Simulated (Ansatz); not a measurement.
The same path of a periodic cell of 17 atoms, CuSi16 (host Si, host structure diamond, interstitial Cu), cell charge +1 was run twice with different band settings. Lost on the way: Si8–Cu17, Si12–Cu17. Made: Si6–Cu17, Si10–Cu17.

All numbers below come from Ansatz, DFT PBE, scalar-relativistic, plane waves, PAW. Settings: PAW set soft_1, cutoff 420 eV, k mesh 2x2x2, gaussian smearing 0.02 eV, no spin polarisation.

Relaxed end points:

```xyz
17
Lattice="0.0000 5.4300 5.4300 5.4300 0.0000 5.4300 5.4300 5.4300 0.0000" Properties=species:S:1:pos:R:3
Si 0.134 0.132 -0.154
Si 1.427 1.424 1.358
Si 2.823 2.818 0.082
Si 4.247 4.253 1.257
Si 2.690 -0.006 2.710
Si 4.043 1.405 4.010
Si 5.373 2.763 2.637
Si 6.785 4.116 4.107
Si -0.003 2.686 2.712
Si 1.407 4.041 4.011
Si 2.763 5.376 2.642
Si 4.119 6.783 4.112
Si 2.689 2.686 5.421
Si 4.014 4.010 6.834
Si 5.352 5.344 5.475
Si 6.749 6.751 6.733
Cu 7.120 7.124 9.217
```

```xyz
17
Lattice="0.0000 5.4300 5.4300 5.4300 0.0000 5.4300 5.4300 5.4300 0.0000" Properties=species:S:1:pos:R:3
Si -0.109 -0.108 0.082
Si 1.287 1.289 1.355
Si 2.580 2.581 -0.157
Si 3.890 3.894 1.256
Si 2.717 0.027 2.708
Si 4.025 1.360 4.108
Si 5.380 2.770 2.638
Si 6.736 4.104 4.008
Si 0.025 2.719 2.708
Si 1.358 4.026 4.109
Si 2.766 5.382 2.638
Si 4.101 6.739 4.008
Si 2.796 2.796 5.473
Si 4.130 4.133 6.831
Si 5.455 5.457 5.419
Si 6.821 6.825 6.731
Cu 6.449 6.451 9.216
```

Common settings: climbing image yes; optimiser quadratic models (default); force threshold 0.05 eV/Å; end points relaxed.

| run | movable images | spring | start path | iteration limit |
| --- | --- | --- | --- | --- |
| 1 | 5 | 10.0 eV/Å² | IDPP | 36 |
| 2 | 1 | 5.0 eV/Å² | default | 50 |

Task: What does each run give, and how far can it be trusted?

Result: Run 1: converged after 21 iterations, highest image 0.007 eV above the first end. The top lies less than 8 meV above the higher end, about what the thresholds resolve: the motion is nearly free. By the program's own check the climbing image is a first-order saddle point (lowest curvatures found: -0.16 and 0.61 eV/Å²).
Run 2: converged after 4 iterations, highest image 0.025 eV above the first end. The order of the stationary point at the top wasn't checked. So few images can step over the top or miss a turn of the path.
Limits of this set-up: coarse k mesh, a small cell, in which the defect meets its images, charged cell in a uniform background, uncorrected.
